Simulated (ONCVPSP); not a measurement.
scandium (Sc): one change to an ONCV potential, before and after

scandium, optimised norm-conserving Vanderbilt (ONCV), made with ONCVPSP 4.0.1 (PBEsol, scalar-relativistic). Core [Ar], reference 3d1 4s2. Waves: 4s: rc 3.05 bohr, ncon 3, nbas 6, qcut 1.7 1/bohr, 2 projectors, debl 0.7 Ha; p scattering state at 0.09 Ha: rc 2.40 bohr, ncon 4, nbas 7, qcut 3.9 1/bohr, local; 3d: rc 2.70 bohr, ncon 4, nbas 8, qcut 6.7 1/bohr, 2 projectors, debl 1.7 Ha. Local part: the p channel. Core correction: polynomial model core, fcfact 0.25.

All-electron outer shells of the reference configuration (PBEsol, scalar-relativistic, ld1.x):

```
shell  level (eV)  outermost node (bohr)  outermost maximum (bohr)
   3p      -33.55                   0.39                      0.97
   4s       -4.19                   1.33                      3.10
   3d       -3.25                      –                      1.10
```

Change: core correction none.

Cutoffs: the cutoffs (Ha) at which the residual kinetic energy of the hardest occupied pseudo-wave falls to 1 and 0.1 mHa per electron; they do not see the model core or the augmentation charge, which bear on the density cutoff. Errors are all-electron minus pseudo energies relative to the spin-unpolarised reference configuration.

Question: What does the change do?

Answer: The potential gets neither clearly harder nor softer (15 Ha and 17 Ha → 15 Ha and 17 Ha); the number of tests with a reliable result goes from 4 to 3; of the 3 tests that both files solve, the error grows in 3 and shrinks in 0 by more than 15 % and 0.3 meV (median size 4.5 → 8.0 meV); neither file shows a bound ghost. Exchange and correlation are not linear in the density, so unscreening with the valence charge alone errs where core and valence overlap; a model core restores that term.

| quantity | base | changed |
| --- | --- | --- |
| cutoff, loose | 15 Ha | 15 Ha |
| cutoff, tight | 17 Ha | 17 Ha |
| bound ghosts | none | none |
| GHOST(+) flags under 300 eV | s at 3.9 eV | s at 3.9 eV |
| tests with a reliable result | 4 of 4 | 3 of 4 |
| error for 3d1 4s1, meV [ΔE 6.90 eV] | -4.5 | -8.0 |
| error for 3d1 4s0, meV [ΔE 19.55 eV] | -45 | +90 |
| error for 3d1 4s1.5, meV [ΔE 2.76 eV] | -0.6 | -1.6 |
| s: phases at 3.09 bohr within 0.05 rad from the reference energy up to (Ha; the scan ends near 5) | 1.7 | 1.7 |
| p: phases at 2.43 bohr within 0.05 rad from the reference energy up to (Ha; the scan ends near 5) | 0.3 | 0.3 |
| d: phases at 2.74 bohr within 0.05 rad from the reference energy up to (Ha; the scan ends near 5) | 0.5 | 0.5 |
